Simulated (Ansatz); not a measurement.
`O[SiH](Cl)Cl` and `Cl[SiH](Cl)I` differ in one atom or group.

Ansatz, PBE0-D4/def2-TZVP geometries, multiplicity 1. Each molecule was computed in one conformer, which needn't be the lowest.

Elements past krypton have def2 core potentials.

```tsv
property	`O[SiH](Cl)Cl`
HOMO energy (B3LYP/def2-TZVPP) / eV	-8.91
LUMO energy (ωB97M-V/def2-TZVPP) / eV	1.98
HOMO energy (PBE0/def2-TZVPP) / eV	-9.21
size of the dipole moment (PBE/def2-TZVPP) / D	1.08
LUMO energy (PBE/def2-TZVPP) / eV	-0.54
LUMO energy (PBE0/def2-TZVPP) / eV	0.37
```

(1) Give the same properties after the change, and the shifts. (Best estimate.)

Results:

(1) The calculation gave: 
```csv
property,`Cl[SiH](Cl)I`,shift
HOMO energy (B3LYP/def2-TZVPP) / eV,-7.87,1.04
LUMO energy (ωB97M-V/def2-TZVPP) / eV,0.79,-1.19
HOMO energy (PBE0/def2-TZVPP) / eV,-8.14,1.07
size of the dipole moment (PBE/def2-TZVPP) / D,0.62,-0.46
LUMO energy (PBE/def2-TZVPP) / eV,-1.97,-1.43
LUMO energy (PBE0/def2-TZVPP) / eV,-1.11,-1.48
```

With PBE0 the HOMO rises by 1.07 eV and the LUMO falls by 1.48 eV, so the gap narrows by about 2.55 eV. PBE moves the HOMO by 0.76 eV and ωB97M-V by 1.21 eV. Dipoles are sizes alone; their direction can turn.

B3LYP here is the variant with VWN-RPA as its local correlation; programs differ in this.

Spin–orbit coupling is left out; it splits and shifts lone-pair levels of the heavy atoms by tenths of an eV.
